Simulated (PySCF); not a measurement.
Si(Me)(OMe)(SH)2, C₂H₈OS₂Si, SMILES CO[Si](C)(S)S (CAM-B3LYP/def2-SVP optimised geometry):

```
14

C     -1.088     0.812    -0.904
O     -1.383    -0.221     0.000
Si    -0.772    -1.755     0.000
C     -1.278    -2.723    -1.509
S     -1.584    -2.534     1.820
S      1.381    -1.755     0.000
H     -1.549     0.634    -1.891
H     -1.490     1.755    -0.505
H      0.000     0.930    -1.046
H     -0.936    -3.767    -1.447
H     -0.855    -2.282    -2.426
H     -2.374    -2.725    -1.598
H     -0.909    -3.699     1.733
H      1.490    -1.162     1.207
```

Calculation: CAM-B3LYP/def2-TZVP (PySCF).

What are the frontier orbital energies and the dipole moment?

HOMO-2 -9.69 eV, HOMO-1 -9.05 eV, HOMO -8.58 eV, LUMO 1.20 eV, LUMO+1 1.76 eV; dipole moment 1.45 D.

On the same geometry PySCF 2.14.0 with PBE/def2-TZVP gives HOMO-2 -6.76 eV, HOMO-1 -6.45 eV, HOMO -6.05 eV, LUMO -0.74 eV, LUMO+1 -0.25 eV; dipole moment 1.34 D.

Meta-Löwdin charges at CAM-B3LYP/def2-TZVP: C1 -0.10, O2 -0.62, Si3 1.05, C4 -0.62, S5 -0.30, S6 -0.34, H7 0.10, H8 0.12, H9 0.11, H10 0.13, H11 0.13, H12 0.14, H13 0.10, H14 0.11.
